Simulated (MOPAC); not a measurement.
MOPAC input (PM3):

```
PM3 1SCF UHF MS=0.5 GEO-OK AUX(PRECISION=9) THREADS=1
C2H6FSi

C     1.59686800 1    0.71211700 1   -0.07494600 1
Si   -0.00952900 1   -0.20856300 1   -0.37574900 1
C    -1.50729300 1    0.88449800 1   -0.09190400 1
F    -0.08230700 1   -1.41246900 1    0.70829000 1
H     2.46148500 1    0.06146200 1   -0.20957200 1
H     1.61490600 1    1.10059300 1    0.94838300 1
H     1.68984500 1    1.55329100 1   -0.76474300 1
H    -1.49335300 1    1.27320100 1    0.93140400 1
H    -1.49904500 1    1.73037600 1   -0.78216300 1
H    -2.43711700 1    0.33349200 1   -0.23633200 1
```

Output:

```
 *******************************************************************************
 **                                                                           **
 **                              MOPAC v23.2.5                                **
 **                                                                           **
 *******************************************************************************
 ** MOPAC's Digital Object Identifier: https://doi.org/10.5281/zenodo.6511958 **
 **                                                                           **
 ** Please cite the open-source release paper for use of this MOPAC version:  **
 ** J. E. Moussa and J. J. P. Stewart (2026)                                  **
 ** MOPAC: An open-source semiempirical molecular orbital program             **
 ** J. Open Source Softw., 11(119), 8025, https://doi.org/10.21105/joss.08025 **
 *******************************************************************************

                              PM3 CALCULATION RESULTS

 *******************************************************************************
 *  PM3        - The PM3 Hamiltonian to be used
 *  GEO-OK     - OVERRIDE INTERATOMIC DISTANCE AND OTHER SAFETY CHECKS
 *  UHF        - UNRESTRICTED HARTREE-FOCK CALCULATION
 *  MS=        - IN MECI, MAGNETIC COMPONENT OF SPIN =  0.5
 *  1SCF       - DO 1 SCF AND THEN STOP
 *  AUX        - OUTPUT AUXILIARY INFORMATION
 *******************************************************************************
PM3 1SCF UHF MS=0.5 GEO-OK AUX(PRECISION=9) THREADS=1
 C2H6FSi

   ATOM   CHEMICAL          X               Y               Z
  NUMBER   SYMBOL      (ANGSTROMS)     (ANGSTROMS)     (ANGSTROMS)

     1       C          1.59686800  *   0.71211700  *  -0.07494600  *
     2      Si         -0.00952900  *  -0.20856300  *  -0.37574900  *
     3       C         -1.50729300  *   0.88449800  *  -0.09190400  *
     4       F         -0.08230700  *  -1.41246900  *   0.70829000  *
     5       H          2.46148500  *   0.06146200  *  -0.20957200  *
     6       H          1.61490600  *   1.10059300  *   0.94838300  *
     7       H          1.68984500  *   1.55329100  *  -0.76474300  *
     8       H         -1.49335300  *   1.27320100  *   0.93140400  *
     9       H         -1.49904500  *   1.73037600  *  -0.78216300  *
    10       H         -2.43711700  *   0.33349200  *  -0.23633200  *

          CARTESIAN COORDINATES

    NO.       ATOM           X           Y           Z

     1         C          1.5969      0.7121     -0.0749
     2        Si         -0.0095     -0.2086     -0.3757
     3         C         -1.5073      0.8845     -0.0919
     4         F         -0.0823     -1.4125      0.7083
     5         H          2.4615      0.0615     -0.2096
     6         H          1.6149      1.1006      0.9484
     7         H          1.6898      1.5533     -0.7647
     8         H         -1.4934      1.2732      0.9314
     9         H         -1.4990      1.7304     -0.7822
    10         H         -2.4371      0.3335     -0.2363

  H: (PM3): J. J. P. STEWART, J. COMP. CHEM. 10, 209 (1989).
  C: (PM3): J. J. P. STEWART, J. COMP. CHEM. 10, 209 (1989).
  F: (PM3): J. J. P. STEWART, J. COMP. CHEM. 10, 209 (1989).
 Si: (PM3): J. J. P. STEWART, J. COMP. CHEM. 10, 209 (1989).

           Empirical Formula: C2 H6 Si F  =    10 atoms

      MOLECULAR POINT GROUP   :   Cs

          UHF CALCULATION, NO. OF ALPHA ELECTRONS =   13
                           NO. OF BETA  ELECTRONS =   12

 -------------------------------------------------------------------------------
 PM3 1SCF UHF MS=0.5 GEO-OK AUX(PRECISION=9) THREADS=1
 C2H6FSi

     1SCF WAS SPECIFIED, SO BFGS WAS NOT USED
     SCF FIELD WAS ACHIEVED

                              PM3 CALCULATION
                                                       MOPAC v23.2.5 Linux

          FINAL HEAT OF FORMATION =        -91.25992 KCAL/MOL =    -381.83152 KJ/MOL

          COSMO AREA              =        115.74 SQUARE ANGSTROMS
          COSMO VOLUME            =        105.12 CUBIC ANGSTROMS

          IONIZATION POTENTIAL    =          7.870454 EV
          ALPHA SOMO LUMO (EV)    =         -7.870  0.919
          BETA  SOMO LUMO (EV)    =        -10.720 -1.508
          NO. OF ALPHA ELECTRONS  =         13
          NO. OF BETA  ELECTRONS  =         12
          MOLECULAR WEIGHT        =         77.1533         POINT GROUP:  Cs

          MOLECULAR DIMENSIONS (Angstroms)

            Atom       Atom       Distance
            H    10    H     5     4.90622
            H     7    F     4     3.39940
            H     8   Si     2     1.79313

          SCF CALCULATIONS        =          1

   ATOM   CHEMICAL          X               Y               Z
  NUMBER   SYMBOL      (ANGSTROMS)     (ANGSTROMS)     (ANGSTROMS)

     1       C          1.59686800  *   0.71211700  *  -0.07494600  *
     2      Si         -0.00952900  *  -0.20856300  *  -0.37574900  *
     3       C         -1.50729300  *   0.88449800  *  -0.09190400  *
     4       F         -0.08230700  *  -1.41246900  *   0.70829000  *
     5       H          2.46148500  *   0.06146200  *  -0.20957200  *
     6       H          1.61490600  *   1.10059300  *   0.94838300  *
     7       H          1.68984500  *   1.55329100  *  -0.76474300  *
     8       H         -1.49335300  *   1.27320100  *   0.93140400  *
     9       H         -1.49904500  *   1.73037600  *  -0.78216300  *
    10       H         -2.43711700  *   0.33349200  *  -0.23633200  *

                             CARTESIAN COORDINATES

   1    C        1.596868000     0.712117000    -0.074946000
   2   Si       -0.009529000    -0.208563000    -0.375749000
   3    C       -1.507293000     0.884498000    -0.091904000
   4    F       -0.082307000    -1.412469000     0.708290000
   5    H        2.461485000     0.061462000    -0.209572000
   6    H        1.614906000     1.100593000     0.948383000
   7    H        1.689845000     1.553291000    -0.764743000
   8    H       -1.493353000     1.273201000     0.931404000
   9    H       -1.499045000     1.730376000    -0.782163000
  10    H       -2.437117000     0.333492000    -0.236332000

           Empirical Formula: C2 H6 Si F  =    10 atoms

      MOLECULAR POINT GROUP   :   Cs

          ALPHA EIGENVALUES
 -29.73219 -28.32885 -21.00783 -16.28028 -16.15323 -15.92287 -14.10606 -14.01124
 -13.53311 -13.41993 -12.21590 -10.86048  -7.87045   0.91924   1.20589   1.46421
   4.35769   4.43516   4.50588   4.51543   4.56493   4.58930

           BETA EIGENVALUES
 -29.69236 -28.26457 -20.90033 -16.19057 -15.87705 -15.71898 -13.99221 -13.84522
 -13.44648 -13.35434 -12.01147 -10.71975  -1.50771   1.22572   1.79942   1.93845
   4.39025   4.49391   4.52684   4.55933   4.57083   4.59895

              NET ATOMIC CHARGES AND DIPOLE CONTRIBUTIONS

  ATOM NO.   TYPE          CHARGE      No. of ELECS.   s-Pop       p-Pop
    1          C          -0.314799        4.3148     1.16195     3.15285
    2         Si           0.525530        3.4745     1.15572     2.31875
    3          C          -0.314799        4.3148     1.16195     3.15285
    4          F          -0.278390        7.2784     1.61344     5.66495
    5          H           0.065162        0.9348     0.93484
    6          H           0.064046        0.9360     0.93595
    7          H           0.062022        0.9380     0.93798
    8          H           0.064046        0.9360     0.93595
    9          H           0.062022        0.9380     0.93798
   10          H           0.065161        0.9348     0.93484
 DIPOLE           X         Y         Z       TOTAL
 POINT-CHG.     0.052     0.780    -1.665     1.840
 HYBRID         0.030     0.647     1.139     1.310
 SUM            0.082     1.427    -0.527     1.524

          ATOMIC ORBITAL ELECTRON POPULATIONS

     Atom    s        px        py        pz
    1  C   1.16195   1.07921   1.04847   1.02517
    2 Si   1.15572   0.79684   0.71260   0.80931
    3  C   1.16195   1.07368   1.05404   1.02512
    4  F   1.61344   1.96514   1.84900   1.85081
    5  H   0.93484
    6  H   0.93595
    7  H   0.93798
    8  H   0.93595
    9  H   0.93798
   10  H   0.93484

                    (SZ)    =    0.500000
                    (S**2)  =    0.753518

          ATOMIC ORBITAL SPIN POPULATIONS

    Atom   Total    s     px     py     pz
         Atomic
    1  C  0.0002 -0.001 -0.003  0.005 -0.000
    2 Si  0.9140  0.231  0.036  0.135  0.511
    3  C  0.0002 -0.001 -0.004  0.005 -0.000
    4  F  0.0296 -0.008 -0.000 -0.007  0.046
    5  H  0.0009  0.001
    6  H  0.0273  0.027
    7  H -0.0002 -0.000
    8  H  0.0273  0.027
    9  H -0.0002 -0.000
   10  H  0.0009  0.001

 **********************
 *                    *
 * JOB ENDED NORMALLY *
 *                    *
 **********************

 == MOPAC DONE ==
```

The geometry given is a B3LYP-D3(BJ)/def2-TZVP minimum.
